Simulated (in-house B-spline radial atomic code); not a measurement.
A calculation on Ir: its settings, and results tabulated from the run. Method: scalar-relativistic (X2C) revTPSS, spin-polarised, spherical fractional occupations, Fermi nucleus of rms radius 5.4032 fm. Calculated with a B-spline radial code for spherical atoms.

Command:
```bash
python run_scf.py task.json out
```
Settings (nuclear radius in fm, mass in u):
```
Z                77
configuration    [Xe] 4f14 5d7 6s2
hamiltonian      x2c
method           revtpss,revtpss
spin_polarised   True
nucleus          fermi
rms_radius       5.4032
atomic_mass      192.96292
speed_of_light   137.035999084
```

Output (hartree, bohr):
```
 radial grid: 77 intervals, B-splines of order 8, outer radius 50 bohr

 iter        energy (Eh)    residual
    1      -17827.325601    1.26e-01
    2      -17827.329166    2.52e-03
    3      -17827.329265    7.51e-04
    4      -17827.329270    3.64e-04
    5      -17827.329269    2.15e-04
    6      -17827.329270    1.47e-04
    7      -17827.329271    3.88e-06
    8      -17827.329271    4.99e-07

 total energy                    -17827.32927
 kinetic                           20323.9634
 electron-nucleus                 -44766.9615
 Hartree                            6966.1896
 exchange-correlation               -350.5208

 orbital      occ     eigenvalue          <r>       <r^2>       <1/r>       r_max
 1s up      1.000     -2789.3307     0.016607  0.00038827     101.915    0.009848
 1s down    1.000     -2789.3308     0.016607  0.00038827     101.915    0.009848
 2s up      1.000      -487.8117    0.0727668  0.00633015     23.8772      0.0621
 2s down    1.000      -487.8057    0.0727664  0.00633009     23.8774      0.0621
 2p up      3.000      -425.3522    0.0656404  0.00528321     19.6508     0.05074
 2p down    3.000      -425.3472    0.0656399  0.00528314      19.651     0.05074
 3s up      1.000      -114.1678     0.189877   0.0413718     8.57866      0.1757
 3s down    1.000      -114.1660     0.189875   0.0413706     8.57866      0.1757
 3p up      3.000       -95.7906     0.190483   0.0421818     7.45965      0.1742
 3p down    3.000       -95.7883     0.190481   0.0421804     7.45966      0.1742
 3d up      5.000       -74.8034     0.173268   0.0351741     6.92361       0.142
 3d down    5.000       -74.7985     0.173269   0.0351742     6.92352       0.142
 4s up      1.000       -24.3842      0.42343    0.202573      3.5649      0.3978
 4s down    1.000       -24.3782     0.423478    0.202614     3.56423      0.3979
 4p up      3.000       -18.3221     0.449689    0.230111     3.12991      0.4172
 4p down    3.000       -18.3169     0.449719    0.230128     3.12941      0.4172
 4d up      5.000       -10.6752     0.478783    0.265337     2.77002      0.4267
 4d down    5.000       -10.6689     0.478689    0.265184     2.77015      0.4268
 5s up      1.000        -3.6204     0.983096     1.08517      1.3974      0.8945
 5s down    1.000        -3.5724     0.978932     1.07604     1.40541       0.892
 5p up      3.000        -2.0573      1.13602     1.46123     1.16728       1.005
 5p down    3.000        -1.9933      1.13078     1.44876     1.17501           1
 4f up      7.000        -2.2796     0.536538    0.353242     2.31256      0.3951
 4f down    7.000        -2.2678      0.53476    0.350271     2.31699      0.3951
 5d up      5.000        -0.2939      1.69957     3.46298    0.778411       1.297
 5d down    2.000        -0.2219       1.7514     3.73806    0.764879       1.295
 6s up      1.000        -0.2474      2.84333     9.25084    0.451027       2.379
 6s down    1.000        -0.2107      2.97146     10.1468     0.42936       2.452
```

Cost of the run: 1.2 s on 1 thread of Arm Neoverse N1, on a shared host.

One-electron X2C: radii and densities carry no picture-change correction, so inner-shell <1/r> comes out high (for 1s by about 2 % at Z = 33, 5 % at 54, 10 % at 75, 30 % at 118) and <r> low.
